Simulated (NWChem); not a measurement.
# BeH2Se; SMILES [BeH][SeH]

```xyz
4

Be     0.0199    -1.7540     0.0000
H      0.0203    -3.0882     0.0000
Se     0.0393     0.2884     0.0000
H     -1.4346     0.2977     0.0000
```
Atoms are numbered in this order, from 1.

All runs use the structure optimised with PBE0/def2-SVP.

Symmetry labels are those of Cs in the frame above (b1 and b2, or b-type labels, depend on it).

Task: List the 4 lowest vertical singlet excitations from B3LYP/def2-SVPD, TDA (NWChem).

Result: 
| state | energy (eV) | oscillator strength | symmetry | leading excitation (squared amplitude) |
|---|---|---|---|---|
| S1 | 4.63 | 0.000 | a" | HOMO → LUMO (0.99) |
| S2 | 5.62 | 0.050 | a" | HOMO → LUMO+2 (0.98) |
| S3 | 5.76 | 0.104 | a' | HOMO → LUMO+1 (0.81) |
| S4 | 6.12 | 0.034 | a' | HOMO−1 → LUMO (0.84) |
